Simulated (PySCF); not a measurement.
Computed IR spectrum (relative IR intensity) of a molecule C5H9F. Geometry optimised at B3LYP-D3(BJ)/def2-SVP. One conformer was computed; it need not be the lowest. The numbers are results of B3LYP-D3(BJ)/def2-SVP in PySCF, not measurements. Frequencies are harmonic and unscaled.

```tsv
ν (cm⁻¹)	relative intensity
208	4.9
270	3.1
330	6.6
463	4.4
585	8.0
800	7.2
813	48
871	16
961	28
968	17
1048	27
1070	43
1124	7.5
1150	38
1176	47
1185	16
1225	55
1319	4.2
1354	32
1404	4.9
1408	5.6
1464	28
1472	23
1504	59
3022	84
3031	76
3100	50
3102	100
3118	3.7
3131	18
3136	29
3145	88
```

Identify the compound among the candidates.
(A) C[C@@H]1C(F)[C@H]1C
(B) CC/C(C)=C/F
(C) C[C@H](F)C1CC1
(D) C[C@H]1C[C@@H](F)C1

A, C[C@@H]1C(F)[C@H]1C
